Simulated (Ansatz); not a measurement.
Pulling on the P1–O2 bond in PO (multiplicity 2 held). Energies count from the point at 1.480 Å.


R- and RO- levels are restricted; in cc, def2 and unpolarised 6-31G sets they are followed outwards from rest. U- levels take the lowest unrestricted solution at each point, which mixes spins at long bonds. Active spaces are followed from rest. Levels need not reach the same state.

Frozen-core correlation.

The values were computed with Ansatz (a first-principles code). Each number belongs to the level named beside it.

Energies in kcal/mol.

```tsv
R (Å)	RO-HF/cc-pV(D+d)Z	U-SCS-MP2/cc-pV(D+d)Z	U-CCSD(T)/cc-pV(D+d)Z	CASSCF(11,8)/cc-pV(D+d)Z	FIC-NEVPT4(SD) on CASSCF(11,8)/cc-pV(D+d)Z	FIC-MRCISD+Q on CASSCF(11,8)/cc-pV(D+d)Z
1.184	108.0	[?]	129.6	129.2	131.2	130.6
1.332	15.2	26.7	26.7	26.9	27.6	27.3
1.480	0.0	0.0	0.0	0.0	0.0	0.0
1.628	19.0	35.6	7.8	5.8	5.3	5.6
1.776	51.3	53.2	27.9	24.1	23.3	23.8
1.998	104.0	[?]	61.6	55.4	54.2	55.0
2.220	154.3	104.8	85.4	79.5	78.9	79.9
2.590	220.2	[?]	104.7	97.0	99.8	100.8
2.960	268.9	116.0	109.5	101.1	106.2	107.2
3.404	310.5	116.6	110.8	102.4	108.3	109.3
3.996	346.4	116.9	111.3	102.8	109.1	110.0
4.735	371.8	117.1	111.4	102.9	109.3	110.3
5.919	391.0	117.1	111.5	103.0	109.3	110.3
```

Problem. Some entries are withheld; supply them.

Solution. 
- 1.998, U-SCS-MP2/cc-pV(D+d)Z: 80.0
- 2.590, U-SCS-MP2/cc-pV(D+d)Z: 114.4
- 1.184, U-SCS-MP2/cc-pV(D+d)Z: 129.4

Doubts at one or more of the structures used: a restricted determinant that unrestricted orbitals would lower (RO-HF/cc-pV(D+d)Z); a spin-contaminated determinant (U-SCS-MP2/cc-pV(D+d)Z, U-CCSD(T)/cc-pV(D+d)Z); T1 above 0.05 (U-CCSD(T)/cc-pV(D+d)Z); the program's own flag: large difference (U-CCSD(T)/cc-pV(D+d)Z).
